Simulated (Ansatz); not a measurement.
Ideal-gas functions of GaH3O2 (`[OH][GaH][OH]`) at 400 K and 1 bar, from an Ansatz frequency run at PBE0-D4/def2-TZVP.

Molar mass 104.74 g/mol, point group Cs (symmetry number 1), electronic degeneracy 1, moments of inertia 27.572, 77.285, 104.856 u Å². Harmonic wavenumbers (cm⁻¹, unscaled): 190, 349, 387, 504, 573, 691, 718, 823, 860, 2053, 3892, 3912.

Use S(trans) = R[1.5 ln M + 2.5 ln T − 1.1517]; rotational temperatures θ = 24.2544 K / I; S(rot) = R[ln(√π/σ · √(T³/θAθBθC)) + 1.5]; for each mode x = 1.438777 ν̃/T, S = R[x/(eˣ − 1) − ln(1 − e⁻ˣ)] and H = RT x/(eˣ − 1); 1 cm⁻¹ = 0.0119627 kJ/mol; R = 8.31446 J/(mol·K).

By hand: the entropy, in J/(mol·K).

Translation 173.0. Rotation: θ = 0.8797, 0.3138, 0.2313 K, giving 103.4. Vibration, mode by mode: 11.64, 6.95, 6.20, 4.42, 3.63, 2.60, 2.41, 1.79, 1.61, 0.04, 0.00, 0.00, in all 41.3. Electronic 0.0. Sum 317.7 J/(mol·K).

By hand: H − E and G − E in kJ/mol, counted from the electronic energy.

Zero-point energy ½ × 14952 × 0.0119627 = 89.4; thermal vibration 10.2; translation, rotation and pV give 4 RT = 13.3. H − E = 112.9 kJ/mol, and G − E = 112.9 − 400 × 317.7/1000 = -14.2 kJ/mol.

Vibration gives 13 % of the entropy. The sum counts one conformer and one mirror image; others add a mixing term.
